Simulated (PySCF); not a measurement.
C4H10OSi, SMILES [SiH2]1CC[C@@H]1CO. The structure is a stationary point at PBE-D3(BJ)/def2-SVP. The structure was generated by enumeration; whether it is a known compound was not checked. One conformer was computed; it need not be the lowest.

Level of theory: PBE-D3(BJ)/def2-SVP (PySCF).

Harmonic wavenumbers (cm⁻¹): 104, 123, 172, 285, 356, 365, 416, 518, 550, 665, 702, 739, 776, 833, 876, 914, 936, 951, 1004, 1037, 1079, 1100, 1130, 1182, 1200, 1231, 1275, 1335, 1363, 1372, 1412, 1427, 2141, 2154, 2879, 2947, 2979, 2999, 3009, 3012, 3079, 3699. Rotational constants (GHz): 5.617, 1.745, 1.430; symmetry number 1.

Question: Work out the zero-point energy and the ideal-gas rigid-rotor harmonic-oscillator thermochemistry at 298.15 K and 1 atm.

Answer: ZPE = ½ Σ hcν = ½ × 56327 cm⁻¹ = 80.52 kcal/mol. H − E(el) = 85.90 kcal/mol. Entropy in cal/(mol K): translation 39.78, rotation 27.53, vibration 17.12, total 84.43. G − E(el) = 60.73 kcal/mol. Cp = 30.86 cal/(mol K). Modes under 150 cm⁻¹ make the vibrational entropy uncertain.
